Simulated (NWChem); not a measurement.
System: GaH, singlet; SMILES [GaH]

Here is an NWChem input.

```
start job
memory heap 200 mb stack 900 mb global 1100 mb
geometry units angstroms noautoz
  Ga     0.000000     0.000000    -0.051652
  H      0.000000     0.000000    -1.734079
end
basis spherical
  * library sto-3g
end
dft
  xc b3lyp
  iterations 150
  mulliken
end
task dft gradient
```

NWChem printed, in part:

```
             Northwest Computational Chemistry Package (NWChem) 7.3.0
             --------------------------------------------------------

 ORDER OF PRIMARY AXIS IS BEING SET TO 4
 C4V symmetry detected

                             Geometry "geometry" -> ""
                             -------------------------

 Output coordinates in angstroms (scale by  1.889725989 to convert to a.u.)

  No.       Tag          Charge          X              Y              Z
 ---- ---------------- ---------- -------------- -------------- --------------
    1 Ga                  31.0000     0.00000000     0.00000000     0.05257584
    2 H                    1.0000     0.00000000     0.00000000    -1.62985116

 Effective nuclear repulsion energy (a.u.)       9.7504942081

      Symmetry information
      --------------------

 Group name             C4v
 Group number             18
 Group order               8
 No. of unique centers     2

                                 NWChem DFT Module
                                 -----------------

 Summary of "ao basis" -> "ao basis" (spherical)
 ------------------------------------------------------------------------------
       Tag                 Description            Shells   Functions and Types
 ---------------- ------------------------------  ------  ---------------------
 Ga                          sto-3g                  8       18   4s3p1d
 H                           sto-3g                  1        1   1s

      Symmetry analysis of basis
      --------------------------

        a1          9
        a2          0
        b1          1
        b2          1
        e           8

            General Information
            -------------------
          SCF calculation type: DFT
          Wavefunction type:  closed shell.
          No. of atoms     :     2
          No. of electrons :    32
           Alpha electrons :    16
            Beta electrons :    16
          Charge           :     0
          Spin multiplicity:     1
          Use of symmetry is: on ; symmetry adaption is: on
          Maximum number of iterations: 150
          AO basis - number of functions:    19
                     number of shells:     9
          Convergence on energy requested:  1.00D-06
          Convergence on density requested:  1.00D-05
          Convergence on gradient requested:  5.00D-04

              XC Information
              --------------
                         B3LYP Method XC Potential
                     Hartree-Fock (Exact) Exchange  0.200
                        Slater Exchange Functional  0.800 local
                    Becke 1988 Exchange Functional  0.720 non-local
              Lee-Yang-Parr Correlation Functional  0.810
                  VWN I RPA Correlation Functional  0.190 local

             Grid Information
             ----------------
          Grid used for XC integration:  medium
          Radial quadrature: Mura-Knowles
          Angular quadrature: Lebedev.
          Tag              B.-S. Rad. Rad. Pts. Rad. Cut. Ang. Pts.
          ---              ---------- --------- --------- ---------
          Ga                  1.30      112           7.0       590
          H                   0.35       45           7.0       434
          Grid pruning is: on
          Number of quadrature shells:   157
          Spatial weights used:  Erf1

      Superposition of Atomic Density Guess
      -------------------------------------

 Sum of atomic energies:       -1901.20173687

      Non-variational initial energy
      ------------------------------

 Total energy =   -1900.992394
 1-e energy   =   -2697.627448
 2-e energy   =     786.884560
 HOMO         =      -0.018029
 LUMO         =       0.171039

      Symmetry analysis of molecular orbitals - initial
      -------------------------------------------------

 !! scf_movecs_sym_adapt:    2 vectors were symmetry contaminated

  Symmetry fudging

 !! scf_movecs_sym_adapt:    2 vectors were symmetry contaminated

  Numbering of irreducible representations:

     1 a1          2 a2          3 b1          4 b2          5 e

  Orbital symmetries:

     1 a1          2 a1          3 a1          4 e           5 e
     6 a1          7 a1          8 e           9 e          10 a1
    11 a1         12 e          13 e          14 b1         15 b2
    16 a1         17 e          18 e          19 a1

     ---------------------------------------------
      Total Density - Mulliken Population Analysis
     ---------------------------------------------

    Atom       Charge   Shell Charges
 -----------   ------   -------------------------------------------------------
    1 Ga  31    30.65   2.00  2.00  6.00  2.00  5.93  1.91  0.84  9.98
    2 H    1     1.35   1.35

   convergence    iter        energy       DeltaE   RMS-Dens  Diis-err
 ---------------- ----- ----------------- --------- --------- ---------
 d= 0,ls=0.0,diis     1  -1902.5305641289 -1.91D+03  3.03D-01  1.15D-01
 d= 0,ls=0.5,diis     2  -1893.5672251695  8.96D+00  2.78D-02  3.25D+01
 d= 0,ls=0.5,diis     3  -1894.3750468928 -8.08D-01  1.99D-02  3.35D+01
 d= 0,ls=0.5,diis     4  -1894.9386769506 -5.64D-01  6.06D-02  3.25D+01
 d= 0,ls=0.5,diis     5  -1896.5547012075 -1.62D+00  2.44D-01  2.24D+01
 d= 0,ls=0.5,diis     6  -1902.4919453243 -5.94D+00  2.35D-02  6.15D-01
  Resetting Diis
 d= 0,ls=0.5,diis     7  -1902.4484677088  4.35D-02  8.15D-03  6.60D-01
 d= 0,ls=0.5,diis     8  -1902.4600203127 -1.16D-02  6.08D-02  5.33D-01
 d= 0,ls=0.5,diis     9  -1902.5916020563 -1.32D-01  2.58D-02  2.85D-02
 d= 0,ls=0.5,diis    10  -1902.6103280436 -1.87D-02  1.15D-02  1.32D-02
 d= 0,ls=0.5,diis    11  -1902.6179413317 -7.61D-03  1.38D-02  7.88D-03
 d= 0,ls=0.5,diis    12  -1902.6255062177 -7.56D-03  1.82D-02  1.90D-02
 d= 0,ls=0.5,diis    13  -1902.6313218262 -5.82D-03  1.96D-02  6.71D-02
 d= 0,ls=0.5,diis    14  -1902.6318798166 -5.58D-04  1.96D-02  1.54D-01
 d= 0,ls=0.5,diis    15  -1902.6058047420  2.61D-02  1.86D-02  4.10D-01
 d= 0,ls=0.5,diis    16  -1902.5487540535  5.71D-02  2.20D-02  8.91D-01
 d= 0,ls=0.5,diis    17  -1902.3940895799  1.55D-01  1.90D-02  2.21D+00
 d= 0,ls=0.5,diis    18  -1902.1905653859  2.04D-01  2.06D-02  3.96D+00
 d= 0,ls=0.5,diis    19  -1901.8563823163  3.34D-01  1.80D-02  6.80D+00
 d= 0,ls=0.5,diis    20  -1901.4864097670  3.70D-01  1.64D-02  9.66D+00
 d= 0,ls=0.5,diis    21  -1901.0912572437  3.95D-01  1.39D-02  1.22D+01
 d= 0,ls=0.5,diis    22  -1900.7143881323  3.77D-01  1.46D-02  1.42D+01
 d= 0,ls=0.5,diis    23  -1900.2751650891  4.39D-01  1.19D-02  1.60D+01
 d= 0,ls=0.5,diis    24  -1899.9051376728  3.70D-01  1.05D-02  1.70D+01
 d= 0,ls=0.5,diis    25  -1899.5700291063  3.35D-01  2.22D-02  1.76D+01
 d= 0,ls=0.5,diis    26  -1898.8533405331  7.17D-01  1.27D-02  1.96D+01
 d= 0,ls=0.5,diis    27  -1899.1680045768 -3.15D-01  1.30D-02  1.75D+01
 d= 0,ls=0.5,diis    28  -1899.5318795325 -3.64D-01  1.63D-01  1.59D+01
 d= 0,ls=0.5,diis    29  -1902.6588161160 -3.13D+00  2.14D-02  1.85D-01
 d= 0,ls=0.5,diis    30  -1902.6309437951  2.79D-02  1.02D-02  1.91D-01
 d= 0,ls=0.5,diis    31  -1902.6554202065 -2.45D-02  2.93D-03  6.94D-02
 d= 0,ls=0.5,diis    32  -1902.6587652824 -3.35D-03  6.76D-03  6.09D-02
 d= 0,ls=0.5,diis    33  -1902.6693877790 -1.06D-02  4.21D-03  2.55D-02
 d= 0,ls=0.5,diis    34  -1902.6739225287 -4.53D-03  1.59D-03  1.19D-02
 d= 0,ls=0.5,diis    35  -1902.6750934740 -1.17D-03  1.09D-03  9.04D-03
 d= 0,ls=0.5,diis    36  -1902.6757796968 -6.86D-04  9.68D-04  7.04D-03
 d= 0,ls=0.5,diis    37  -1902.6762525975 -4.73D-04  7.76D-04  5.61D-03
 d= 0,ls=0.5,diis    38  -1902.6765885853 -3.36D-04  5.23D-04  4.54D-03
 d= 0,ls=0.5,diis    39  -1902.6767695138 -1.81D-04  5.11D-04  4.00D-03
 d= 0,ls=0.5,diis    40  -1902.6769870274 -2.18D-04  4.45D-04  3.19D-03
 d= 0,ls=0.5,diis    41  -1902.6771666292 -1.80D-04  4.36D-04  2.51D-03
 d= 0,ls=0.5,diis    42  -1902.6773248228 -1.58D-04  3.80D-04  1.91D-03
 d= 0,ls=0.5,diis    43  -1902.6774443256 -1.20D-04  3.28D-04  1.46D-03
 d= 0,ls=0.5,diis    44  -1902.6775350297 -9.07D-05  2.80D-04  1.11D-03
 d= 0,ls=0.5,diis    45  -1902.6776019952 -6.70D-05  2.55D-04  8.62D-04
 d= 0,ls=0.5,diis    46  -1902.6776560109 -5.40D-05  2.22D-04  6.55D-04
 d= 0,ls=0.5,diis    47  -1902.6776965565 -4.05D-05  1.93D-04  5.01D-04
 d= 0,ls=0.5,diis    48  -1902.6777274359 -3.09D-05  1.69D-04  3.83D-04
 d= 0,ls=0.5,diis    49  -1902.6777510205 -2.36D-05  1.46D-04  2.92D-04
  Singularity in Pulay matrix. Error and Fock matrices removed.
 d= 0,ls=0.5,diis    50  -1902.6777688794 -1.79D-05  1.27D-04  2.23D-04
  Singularity in Pulay matrix. Error and Fock matrices removed.
  Singularity in Pulay matrix. Error and Fock matrices removed.
 d= 0,ls=0.5,diis    51  -1902.6777824362 -1.36D-05  1.10D-04  1.71D-04
 d= 0,ls=0.5,diis    52  -1902.6777927226 -1.03D-05  9.77D-05  1.31D-04
  Singularity in Pulay matrix. Error and Fock matrices removed.
 d= 0,ls=0.5,diis    53  -1902.6778007359 -8.01D-06  8.53D-05  1.00D-04
  Singularity in Pulay matrix. Error and Fock matrices removed.
 d= 0,ls=0.5,diis    54  -1902.6778068422 -6.11D-06  7.45D-05  7.62D-05
  Singularity in Pulay matrix. Error and Fock matrices removed.
  Singularity in Pulay matrix. Error and Fock matrices removed.
  Singularity in Pulay matrix. Error and Fock matrices removed.
 d= 0,ls=0.5,diis    55  -1902.6778114975 -4.66D-06  6.51D-05  5.81D-05
  Singularity in Pulay matrix. Error and Fock matrices removed.
 d= 0,ls=0.5,diis    56  -1902.6778150458 -3.55D-06  5.67D-05  4.42D-05
  Singularity in Pulay matrix. Error and Fock matrices removed.
  Singularity in Pulay matrix. Error and Fock matrices removed.
 d= 0,ls=0.5,diis    57  -1902.6778177410 -2.70D-06  4.92D-05  3.37D-05
  Singularity in Pulay matrix. Error and Fock matrices removed.
 d= 0,ls=0.5,diis    58  -1902.6778197847 -2.04D-06  4.28D-05  2.57D-05
 d= 0,ls=0.5,diis    59  -1902.6778213355 -1.55D-06  3.73D-05  1.96D-05
  Singularity in Pulay matrix. Error and Fock matrices removed.
  Singularity in Pulay matrix. Error and Fock matrices removed.
  Singularity in Pulay matrix. Error and Fock matrices removed.
 d= 0,ls=0.5,diis    60  -1902.6778225192 -1.18D-06  3.22D-05  1.50D-05
  Singularity in Pulay matrix. Error and Fock matrices removed.
 d= 0,ls=0.5,diis    61  -1902.6778234110 -8.92D-07  2.81D-05  1.15D-05
  Singularity in Pulay matrix. Error and Fock matrices removed.
 d= 0,ls=0.5,diis    62  -1902.6778240942 -6.83D-07  2.46D-05  8.84D-06
  Singularity in Pulay matrix. Error and Fock matrices removed.
 d= 0,ls=0.5,diis    63  -1902.6778246180 -5.24D-07  2.16D-05  6.78D-06
 d= 0,ls=0.5,diis    64  -1902.6778250220 -4.04D-07  1.93D-05  5.19D-06
  Singularity in Pulay matrix. Error and Fock matrices removed.
  Singularity in Pulay matrix. Error and Fock matrices removed.
  Singularity in Pulay matrix. Error and Fock matrices removed.
 d= 0,ls=0.5,diis    65  -1902.6778253378 -3.16D-07  1.65D-05  3.95D-06
 d= 0,ls=0.5,diis    66  -1902.6778255728 -2.35D-07  1.45D-05  3.03D-06
 d= 0,ls=0.5,diis    67  -1902.6778257541 -1.81D-07  1.27D-05  2.31D-06
  Singularity in Pulay matrix. Error and Fock matrices removed.
  Singularity in Pulay matrix. Error and Fock matrices removed.
  Singularity in Pulay matrix. Error and Fock matrices removed.
 d= 0,ls=0.5,diis    68  -1902.6778258929 -1.39D-07  1.12D-05  1.76D-06
 d= 0,ls=0.5,diis    69  -1902.6778259992 -1.06D-07  9.74D-06  1.35D-06

         Total DFT energy =    -1902.677826080205
      One electron energy =    -2680.205416005071
           Coulomb energy =      843.351919919175
    Exchange-Corr. energy =      -75.574824202373
 Nuclear repulsion energy =        9.750494208064

 Numeric. integr. density =       31.999982111485

                  Occupations of the irreducible representations
                  ----------------------------------------------

                     irrep           alpha         beta
                     --------     --------     --------
                     a1                8.0          8.0
                     a2                0.0          0.0
                     b1                1.0          1.0
                     b2                1.0          1.0
                     e                 6.0          6.0

                       DFT Final Molecular Orbital Analysis
                       ------------------------------------

 Vector   14  Occ=2.000000D+00  E=-9.810215D-02  Symmetry=b1
              MO Center= -1.5D-16,  7.4D-17,  5.3D-02, r^2= 1.4D-01
   Bfn.  Coefficient  Atom+Function         Bfn.  Coefficient  Atom+Function
  ----- ------------  ---------------      ----- ------------  ---------------
    18      1.000000  1 Ga d  2

 Vector   15  Occ=2.000000D+00  E=-8.776660D-02  Symmetry=e
              MO Center=  1.7D-16,  2.9D-18,  4.9D-02, r^2= 4.1D-01
   Bfn.  Coefficient  Atom+Function         Bfn.  Coefficient  Atom+Function
  ----- ------------  ---------------      ----- ------------  ---------------
    15      0.757014  1 Ga d -1              17      0.532525  1 Ga d  1
    12     -0.314690  1 Ga py                11      0.221370  1 Ga px
     8      0.094330  1 Ga py                 7     -0.066357  1 Ga px
     4     -0.028346  1 Ga py

 Vector   16  Occ=2.000000D+00  E=-8.776660D-02  Symmetry=e
              MO Center=  3.1D-16,  1.4D-17,  4.9D-02, r^2= 4.1D-01
   Bfn.  Coefficient  Atom+Function         Bfn.  Coefficient  Atom+Function
  ----- ------------  ---------------      ----- ------------  ---------------
    17      0.757014  1 Ga d  1              15     -0.532525  1 Ga d -1
    11      0.314690  1 Ga px                12      0.221370  1 Ga py
     7     -0.094330  1 Ga px                 8     -0.066357  1 Ga py
     3      0.028346  1 Ga px

 Vector   17  Occ=0.000000D+00  E=-1.456227D-02  Symmetry=e
              MO Center= -1.1D-16, -4.4D-17,  6.1D-02, r^2= 1.7D+00
   Bfn.  Coefficient  Atom+Function         Bfn.  Coefficient  Atom+Function
  ----- ------------  ---------------      ----- ------------  ---------------
    11      0.943196  1 Ga px                17     -0.378304  1 Ga d  1
     7     -0.242218  1 Ga px                 3      0.072307  1 Ga px

 Vector   18  Occ=0.000000D+00  E=-1.456227D-02  Symmetry=e
              MO Center= -3.1D-17, -5.9D-17,  6.1D-02, r^2= 1.7D+00
   Bfn.  Coefficient  Atom+Function         Bfn.  Coefficient  Atom+Function
  ----- ------------  ---------------      ----- ------------  ---------------
    12      0.943196  1 Ga py                15      0.378304  1 Ga d -1
     8     -0.242218  1 Ga py                 4      0.072307  1 Ga py

 Vector   19  Occ=0.000000D+00  E= 2.704512D-01  Symmetry=a1
              MO Center=  1.0D-17,  7.5D-18, -7.6D-01, r^2= 1.9D+00
   Bfn.  Coefficient  Atom+Function         Bfn.  Coefficient  Atom+Function
  ----- ------------  ---------------      ----- ------------  ---------------
    19      1.056414  2 H  s                 13      0.998436  1 Ga pz
    10     -0.473112  1 Ga s                  9     -0.211324  1 Ga pz
    16     -0.189824  1 Ga d  0               5      0.062772  1 Ga pz
     6      0.039492  1 Ga s

     ---------------------------------------------
      Total Density - Mulliken Population Analysis
     ---------------------------------------------

    Atom       Charge   Shell Charges
 -----------   ------   -------------------------------------------------------
    1 Ga  31    30.90   2.00  2.00  6.00  2.00  5.95  1.92  1.68  9.36
    2 H    1     1.10   1.10

     -------------------------------------------
      Total Density - Lowdin Population Analysis
     -------------------------------------------

[...]

                         DFT ENERGY GRADIENTS

    atom               coordinates                        gradient
                 x          y          z           x          y          z
   1 Ga      0.000000   0.000000   0.099354    0.000000   0.000000   0.050151
   2 H       0.000000   0.000000  -3.079972    0.000000   0.000000  -0.050151
```

Level: B3LYP/STO-3G. Low-valent species are run as closed-shell singlets; no triplet was tried in these runs. The geometry was optimised at PBE0/def2-SVP.
